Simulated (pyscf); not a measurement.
A first-order saddle from PySCF, ωB97X-D3(BJ)/def2-SVP:

```
P
H 1 1.4364
In 1 2.4504 2 82.90
H 3 1.8133 1 76.76 2 -85.72
```

Surface: singlet, charge 0. Lowest wavenumbers (cm⁻¹): 891i, 321, 423, 614, 1514.

Name the species on either side of this saddle.

`[PH2][In]` [singlet] ⇌ `[PH]=[InH]`, a hydrogen shift read from left to right: H–P broken and H–In formed. At CCSD(T)/def2-TZVPP + ΔMP2(QZVPP) it lies +57.4 kcal/mol from the left side and +30.8 kcal/mol from the right (each side as separated species at their lowest minima found). This is the saddle that the search found; another between the same sides may lie lower. One closed-shell reference is unstable to symmetry breaking; treat the single-reference values with care. The CCSD(T) − MP2 part came from Ansatz, without density fitting, on the same reference. The largest closed-shell T1 diagnostic is 0.036, which may signal static correlation. The frozen core leaves the outer d or s,p core shells of the metals and heavy elements correlated in the MP2 and CC values, and def2-TZVPP describes them poorly, which can shift differences by a few kcal/mol. Elements past Kr carry the def2 core potentials, without spin-orbit coupling.
